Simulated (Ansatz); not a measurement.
`[SiH3][AlH][SiH]1CO1` at its PBE0-D4/def2-TZVP geometry, where that method's forces vanish. Total charge 0; spin multiplicity 1.

| atom | x (Å) | y (Å) | z (Å) |
| --- | --- | --- | --- |
| Si1 | 0.4587 | -1.0900 | -2.0892 |
| Al2 | -0.3065 | -1.6124 | 0.1821 |
| Si3 | -0.7937 | 0.3559 | 1.5284 |
| C4 | 0.3032 | 1.8078 | 1.2921 |
| O5 | -0.9656 | 1.7697 | 0.6126 |
| H6 | 1.2059 | -2.2062 | -2.7338 |
| H7 | 1.3404 | 0.1111 | -2.0816 |
| H8 | -0.7199 | -0.7769 | -2.9475 |
| H9 | -0.4369 | -3.0838 | 0.7672 |
| H10 | -1.6108 | 0.3711 | 2.7735 |
| H11 | 1.1634 | 1.7865 | 0.6254 |
| H12 | 0.3618 | 2.5672 | 2.0708 |

Question: For each bond, give half the difference of the two atoms' forces along it (eV/Å; positive pushes the atoms apart) under PBE-D4, r2SCAN-D4, B3LYP-D4, ωB97M-V in def2-TZVPP. (Estimate.)

Answer: The calculation gave: 
| bond | length (Å) | PBE-D4 | r2SCAN-D4 | B3LYP-D4 | ωB97M-V |
| --- | --- | --- | --- | --- | --- |
| Si1–Al2 | 2.453 | -0.08 | 0.01 | 0.08 | 0.04 |
| Si1–H6 | 1.490 | 0.09 | -0.02 | -0.06 | -0.09 |
| Si1–H7 | 1.490 | 0.10 | -0.01 | -0.06 | -0.10 |
| Si1–H8 | 1.491 | 0.11 | 0.00 | -0.06 | -0.10 |
| Al2–Si3 | 2.434 | -0.27 | -0.10 | 0.00 | 0.08 |
| Al2–H9 | 1.589 | 0.10 | -0.02 | -0.10 | -0.12 |
| Si3–C4 | 1.835 | 0.49 | 0.28 | 0.29 | 0.09 |
| Si3–O5 | 1.693 | 0.70 | 0.26 | 0.22 | 0.06 |
| Si3–H10 | 1.489 | 0.00 | -0.05 | -0.13 | -0.14 |
| C4–O5 | 1.440 | 0.44 | 0.30 | 0.39 | 0.32 |
| C4–H11 | 1.089 | 0.02 | -0.09 | -0.15 | -0.11 |
| C4–H12 | 1.089 | 0.03 | -0.08 | -0.15 | -0.13 |

B3LYP here is the variant with VWN-RPA as its local correlation; programs differ in this.

Program: Ansatz 0.2.0.
